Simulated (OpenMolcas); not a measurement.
As⁺: effect of the basis set

| Property | Result |
| --- | --- |
| Program | OpenMolcas 26.06 |
| Method | SS-CASPT2, IPEA 0.25 Eh, imaginary shift 0.1 Eh (closed shells correlated: 3d 4s) |
| Active space | 2 electrons in 3 orbitals (4p) |
| State averaging | 2S+1 = 3 even, 3 roots; 2S+1 = 1 even, 6 roots |
| Spin-orbit coupling | state interaction with AMFI integrals over the reference wave functions, term energies averaged over their components |

A. ANO-RCC-VDZP [5s4p2d], DKH2, point nucleus; CASPT2 step of the order of 0.7 core-seconds
B. ANO-R1 [5s4p3d1f], X2C, finite nucleus; CASPT2 step roughly 0.6 core-seconds
C. ANO-RCC-VTZP [6s5p3d1f], DKH2, point nucleus; CASPT2 step about 1.1 core-seconds
D. ANO-RCC-VQZP [7s6p4d2f1g], DKH2, point nucleus; CASPT2 step about 1.1 core-seconds
E. ANO-R2 [6s5p4d3f1g], X2C, finite nucleus; CASPT2 step of the order of 1.2 core-seconds
F. ANO-R3 [7s6p5d3f2g], X2C, finite nucleus; CASPT2 step of the order of 2.2 core-seconds

Energies in eV above 4s² 4p² ³P₀, the measured ground level; measured values from NIST Handbook of Basic Atomic Spectroscopic Data.

```csv
Level,A,B,C,D,E,F,Measured
4s² 4p² ³P₀,0.0000,0.0000,0.0000,0.0000,0.0000,0.0000,0.0000
4s² 4p² ³P₁,0.1143,0.1178,0.1160,0.1150,0.1149,0.1166,0.1319
4s² 4p² ³P₂,0.284,0.292,0.284,0.280,0.281,0.284,0.3151
4s² 4p² ¹D₂,1.410,1.418,1.260,1.221,1.265,1.247,1.2517
4s² 4p² ¹S₀,3.034,3.043,2.854,2.776,2.840,2.798,2.8019
```

Deviations, from unrounded energies. A percentage is the sum of absolute deviations over the sum of measured energies, with the sign that they share, or ± where signs differ.

```csv
Against measurement,Levels,A,B,C,D,E,F
mean absolute deviation (cm-1),4,880,890,220,220,210,110
fine structure of the ground term (%),2,-10.8,-8.3,-10.5,-11.7,-11.4,-10.4
other terms of the ground configuration (%),2,+9.6,+10.0,+1.5,-1.4,+1.3,-0.2
```

F lies closest to measurement on these levels and B furthest from it. The largest miss of F in the table is 4s² 4p² ³P₂, by -250 cm-1. The ranking rests on the paired levels alone, and a cruder setting can come out closer through cancelling errors.

Among A to F the level of the table that moves most is 4s² 4p² ¹S₀, by 2100 cm-1 (lowest in D, highest in B). Moves below CASPT2's spread within the term are not significant.

Term energies are means over components that CASPT2 splits; among the terms shown or strongly mixed into the levels shown the widest spread is 110 cm-1 (4s² 4p² ¹D, B). With the s shell closed, the reference lacks s² → p² mixing. Computed and measured levels are paired by configuration, term and J; levels that our copy of the source lacks, or whose pairing is in doubt (as where it misses far off the trend of its configuration), stay unpaired and out of the deviations. Levels of configurations outside the active space are missing.
